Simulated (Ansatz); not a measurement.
Consider the formal exchange of groups at a C–Zn bond: `C[CH2][Zn][NH2]` + `[NH2][GaH2]` → `C[CH2][GaH][NH2]` + `[NH2][ZnH]`.

Gas-phase electronic energies from Ansatz, PBE0-D4/def2-TZVP geometries. CBS: MP2 limit from def2 TZ/QZ plus the TZ coupled-cluster correction, frozen cores. Functionals use def2-TZVPP. For Ga, Zn outer-core shells are correlated without core-valence functions, which leaves a few kJ/mol of doubt a bond. Scalar relativity is left out up to krypton. One conformer a species, not always the lowest.

```
             level  ΔE (kcal/mol)  difference from CCSD(T)/CBS
       LDA (SPW92)           -2.2                          1.2
            PBE-D4           -2.3                          1.1
         revPBE-D4           -2.8                          0.6
           PBE0-D4           -2.9                          0.5
          PBE-QIDH           -2.7                          0.7
              BLYP           -1.0                          2.4
            r2SCAN           -2.4                          1.0
           r2SCANh           -2.6                          0.8
           r2SCAN0           -2.9                          0.5
             BHLYP           -2.6                          0.8
           LC-ωPBE           -2.5                          0.9
RPA@PBE/def2-TZVPP           -2.9                          0.5
      MP2/def2-SVP           -0.9                          2.5
   CCSD/def2-TZVPP           -3.3                          0.1
    MP2/def2-QZVPP           -2.7                          0.7
SCS-MP2/def2-QZVPP           -2.7                          0.7
       CCSD(T)/CBS           -3.4                            0
```

Task: What do rigid-rotor, harmonic-oscillator terms from PBE0-D4/def2-TZVP frequencies (298.15 K, 1 bar) make of the CCSD(T)/CBS value? (Estimate.)

Result: Ansatz gave: ΔZPE = -0.1 kcal/mol, ΔH = -3.6 kcal/mol, ΔS = -4 J/(mol·K), ΔG = -3.3 kcal/mol.

Largest T1 diagnostic among the species: 0.016.

Leaving LDA and LC-ωPBE aside and taking each functional with its dispersion term where it has one, the values, not all of them listed here, spread over 1.5 kcal/mol, from BHLYP-D4 to B2PLYP. The D4 term adds −1.3 kcal/mol with B3LYP and −0.7 kcal/mol with PBE0; it sums over pairs of atoms, weighted by their polarisabilities, and B3LYP, whose exchange is more repulsive, gets the larger term. From BLYP to BHLYP (50 % exact exchange), in def2-TZVPP and without D4, ΔE moves by −1.5 kcal/mol.

B3LYP here is the variant with VWN-RPA as its local correlation; programs differ in this.
